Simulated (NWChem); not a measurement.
System: CHBF₄; SMILES FC(F)(BF)F

```xyz
7

B      0.6728    -1.0748     0.0015
C      0.0164     0.3957     0.0002
F     -1.3172     0.3888    -0.0003
F      0.4202     1.0759    -1.0836
F      0.4194     1.0781     1.0830
F     -0.1195    -2.1143    -0.0004
H      1.8680    -1.2192     0.0040
```
Atoms are numbered in this order, from 1.

Geometry: optimised at PBE0/def2-SVP. B3LYP is NWChem's, with the RPA form of VWN correlation.

**Question.** Give the principal values of the shielding tensors (ppm) of B1, C2, F3, F4, F6 from B3LYP/6-311G** (spherical d), GIAO (NWChem), with their diamagnetic and paramagnetic parts as GIAO splits them.

**Answer.** 
```json
[
 {"atom": "B1", "σ11": "23.9", "σ22": "63.1", "σ33": "91.6", "isotropic": "59.5", "diamagnetic": "195.4", "paramagnetic": "-135.8"},
 {"atom": "C2", "σ11": "49.6", "σ22": "56.4", "σ33": "68.2", "isotropic": "58.1", "diamagnetic": "249.1", "paramagnetic": "-191.0"},
 {"atom": "F3", "σ11": "179.2", "σ22": "293.7", "σ33": "351.1", "isotropic": "274.7", "diamagnetic": "471.6", "paramagnetic": "-197.0"},
 {"atom": "F4", "σ11": "161.4", "σ22": "287.0", "σ33": "334.5", "isotropic": "261.0", "diamagnetic": "471.6", "paramagnetic": "-210.6"},
 {"atom": "F6", "σ11": "-51.6", "σ22": "86.4", "σ33": "493.8", "isotropic": "176.2", "diamagnetic": "465.2", "paramagnetic": "-289.0"}
]
```
